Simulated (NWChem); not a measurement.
System: CH₂F₄Si; SMILES F[SiH2]C(F)(F)F

The following NWChem deck was run.

```
start job
memory heap 200 mb stack 900 mb global 1100 mb
geometry units angstroms noautosym nocenter noautoz
  Si    -0.597297    -1.092307    -0.003988
  F      0.664519    -2.091746     0.007088
  C      0.064038     0.710891    -0.000178
  F      0.823611     0.993221    -1.083737
  F      0.803428     0.996020     1.096540
  F     -0.989457     1.570683    -0.011008
  H     -1.382271    -1.280109    -1.243836
  H     -1.402241    -1.277986     1.223302
end
basis spherical
  Si library 6-31g*
  F library 6-31g*
  C library 6-31g*
  H library 6-31g*
end
dft
  xc b3lyp
  iterations 150
end
property
  response 1 0.0773
end
task dft property
```

All runs use the structure optimised with B3LYP/6-31G* (spherical d).

Field at 589 nm.

Problem. Predict the main results of this run. (B3LYP/6-31G* (spherical d).) Quantities: isotropic polarisability (bohr³); anisotropy (bohr³).

Solution. 
| Item | Result |
|---|---|
| isotropic polarisability (bohr³) | 32.4 |
| anisotropy (bohr³) | 3.4 |
